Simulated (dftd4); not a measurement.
diisopropyl selenide (C₆H₁₄Se), singlet, at a GFN2-xTB geometry; D4 for b3lyp (dftd4).

The dftd4 input:
```
$ dftd4 mol.xyz --func b3lyp --charge 0 --json dftd4.json --noedisp --property

# file mol.xyz
21

C      1.86446653     1.29407804     0.80317924
C      1.50690558    -0.17259937     0.65139770
C      2.68489215    -0.99790827     0.16360737
Se    -0.00341687    -0.41315183    -0.64432887
C     -1.48670476     0.35052891     0.47190419
C     -1.91146264     1.70546761    -0.06583612
C     -2.64416304    -0.63203627     0.51247011
H      2.19116429     1.70310963    -0.15088233
H      2.67491464     1.40507664     1.52279648
H      1.01422512     1.87378939     1.15742322
H      1.13115908    -0.57491929     1.59824306
H      2.40312917    -2.04381665     0.05518323
H      3.50766455    -0.92945013     0.87370971
H      3.02915302    -0.63217163    -0.80266792
H     -1.04753119     0.45505650     1.46887565
H     -1.06670254     2.38915777    -0.11779913
H     -2.32805585     1.59998211    -1.06575793
H     -2.67131268     2.14223315     0.58145157
H     -2.31920383    -1.59481014     0.90161164
H     -3.04810621    -0.78347580    -0.48724072
H     -3.43792651    -0.24778338     1.15189977
```

Problem. Write the output that dftd4 gives for this input, abridged.

Solution. 
```
                    ____  _____ _____     ____  _  _
      -------------|  _ \|  ___|_   _|---|  _ \| || |------------
     |             | | | | |_    | | ___ | | | | || |_           |
     |             | |_| |  _|   | ||___|| |_| |__   _|          |
     |             |____/|_|     |_|     |____/   |_|            |
     |             ===================================           |
     |            E. Caldeweyher, S. Ehlert & S. Grimme          |
     |          Mulliken Center for Theoretical Chemistry        |
     |                    University of Bonn                     |
      -----------------------------------------------------------

Rational (Becke-Johnson) damping: b3lyp-D4-ATM
---------------------
  s6         1.0000
  s8         2.0293
  s9         1.0000
  a1         0.4087
  a2         4.5381
 alp        16.0000
--------------------

Atomic data, radii in Ångström:
------------------------------------------------------
   Z          R(cov)      r4/r2   hardness         EN
------------------------------------------------------
   6 C        1.0000     1.6431     0.4220     2.5500
  34 Se       1.4667     2.5771     0.4027     2.5500
   1 H        0.4267     1.0622     0.4726     2.2000
------------------------------------------------------

Atomic reference systems (in atomic units):
----------------------------------------------------------------------------
   Z        #      CN     q+Z       C6(AA)   #      CN     q+Z       C6(AA)
----------------------------------------------------------------------------
   6 C      1  0.0000  6.0000      49.3833   2  0.9189  5.8288      52.1688
            3  1.9079  5.8579      35.6972   4  2.8312  5.7775      35.8445
            5  3.7487  5.7435      28.6317   6  2.9183  5.8956      32.2504
            7  0.8556  6.2103      25.6194
  34 Se     1  0.0000 34.0000     214.7618   2  0.9220 33.8767     229.3479
            3  1.8449 33.8246     233.4979
   1 H      1  0.0000  1.0000       7.6362   2  0.8942  1.0000       3.0374
----------------------------------------------------------------------------

Atomic properties (in atomic units):
----------------------------------------------------------------------------
     #    Z              CN          q      C6(AA)        C8(AA)   alpha(0)
----------------------------------------------------------------------------
     1    6 C        3.7791    -0.2394     28.3231      819.1532     7.6738
     2    6 C        3.8331    -0.1090     25.2484      730.2282     7.2371
     3    6 C        3.7942    -0.2378     28.2643      817.4514     7.6629
     4   34 Se       2.0448    -0.0752    230.1857    16378.2153    26.5080
     5    6 C        3.8324    -0.1078     25.2230      729.4939     7.2335
     6    6 C        3.7807    -0.2389     28.3082      818.7211     7.6714
     7    6 C        3.7859    -0.2389     28.3026      818.5609     7.6696
     8    1 H        0.9247     0.0926      1.8543       22.4151     2.1295
     9    1 H        0.9246     0.0843      1.9355       23.3968     2.1756
    10    1 H        0.9247     0.0867      1.9113       23.1041     2.1620
    11    1 H        0.9241     0.0926      1.8539       22.4112     2.1293
    12    1 H        0.9247     0.0893      1.8862       22.8010     2.1477
    13    1 H        0.9246     0.0846      1.9323       23.3588     2.1738
    14    1 H        0.9246     0.0928      1.8521       22.3883     2.1282
    15    1 H        0.9242     0.0934      1.8460       22.3151     2.1247
    16    1 H        0.9248     0.0879      1.8993       22.9591     2.1552
    17    1 H        0.9247     0.0928      1.8519       22.3866     2.1281
    18    1 H        0.9246     0.0841      1.9374       23.4200     2.1767
    19    1 H        0.9247     0.0887      1.8919       22.8698     2.1510
    20    1 H        0.9247     0.0928      1.8521       22.3888     2.1282
    21    1 H        0.9246     0.0846      1.9327       23.3631     2.1740
----------------------------------------------------------------------------

Molecular properties (in atomic units):
----------------------------------------
 molecular C6                4297.4497
 molecular C8              131132.0657
----------------------------------------

Dispersion energy:      -3.0213974843817E-02 Eh

[Info] JSON dump of results written to 'dftd4.json'
```
